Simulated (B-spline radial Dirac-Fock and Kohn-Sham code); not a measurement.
The computed values come from an atomic code on a B-spline grid: Dirac-Hartree-Slater photoionisation with all multipoles and Dirac-Fock thresholds. Kinetic energies are from the vacuum level. Open shells are spread statistically over j, without multiplet splitting. Without correlation, outer binding energies are uncertain by a few eV, most for open f shells.

**Question.** A free atom or ion in its tabulated ground configuration is ionised with 3330 eV photons and gives these photoelectron lines. Identify it and assign the lines.

| kinetic energy (eV) | relative cross section |
| --- | --- |
| 194.8 | 15.1 |
| 455.3 | 22.1 |
| 789.4 | 51.1 |
| 1220.1 | 71.7 |
| 1291.1 | 100.0 |
| 2589.4 | 4.9 |
| 2699.1 | 6.1 |
| 2777.7 | 12.5 |
| 2957.9 | 11.3 |
| 2972.5 | 15.7 |
| 3162.7 | 1.0 |
| 3200.1 | 1.1 |
| 3202.2 | 3.0 |
| 3204.9 | 3.8 |
| 3213.2 | 2.1 |
| 3260.7 | 0.38 |
| 3262.1 | 0.53 |

**Answer.** Os⁵⁺, [Xe] 4f14 5d3. Binding energies are hν less the kinetic energy: 3s 3135.2 eV, 3p1/2 2874.7 eV, 3p3/2 2540.6 eV, 3d3/2 2109.9 eV, 3d5/2 2038.9 eV, 4s 740.6 eV, 4p1/2 630.9 eV, 4p3/2 552.3 eV, 4d3/2 372.1 eV, 4d5/2 357.5 eV, 5s 167.3 eV, 5p1/2 129.9 eV, 4f5/2 127.8 eV, 4f7/2 125.1 eV, 5p3/2 116.8 eV, 5d3/2 69.33 eV, 5d5/2 67.93 eV.

**Question.** A free atom or ion in its tabulated ground configuration is ionised with 2040 eV photons and gives these photoelectron lines. Identify it and assign the lines.

| kinetic energy (eV) | relative cross section |
| --- | --- |
| 132.3 | 43.9 |
| 282.8 | 52.2 |
| 307.0 | 100.0 |
| 1346.6 | 10.9 |

**Answer.** Zn¹⁸⁺, [Ne] 3s2. Binding energies are hν less the kinetic energy: 2s 1907.7 eV, 2p1/2 1757.2 eV, 2p3/2 1733.0 eV, 3s 693.4 eV.

**Question.** A free atom or ion in its tabulated ground configuration is ionised with Cr Kα (5414.7 eV) photons and gives these photoelectron lines. Identify it and assign the lines.

| kinetic energy (eV) | relative cross section |
| --- | --- |
| 1677.3 | 100.0 |
| 4690.8 | 7.8 |
| 4731.0 | 0.44 |
| 4733.8 | 0.84 |

**Answer.** Ar¹²⁺, [He] 2s2 2p2. Binding energies are hν less the kinetic energy: 1s 3737.4 eV, 2s 723.9 eV, 2p1/2 683.7 eV, 2p3/2 680.9 eV.

**Question.** A free atom or ion in its tabulated ground configuration is ionised with 6860 eV photons and gives these photoelectron lines. Identify it and assign the lines.

```
kinetic energy (eV)  relative cross section
             1324.5                   100.0
             5828.8                     7.5
             5904.7                     1.0
             5911.3                     1.9
```

**Answer.** Ti¹⁴⁺, [He] 2s2 2p4. Binding energies are hν less the kinetic energy: 1s 5535.5 eV, 2s 1031.2 eV, 2p1/2 955.3 eV, 2p3/2 948.7 eV.
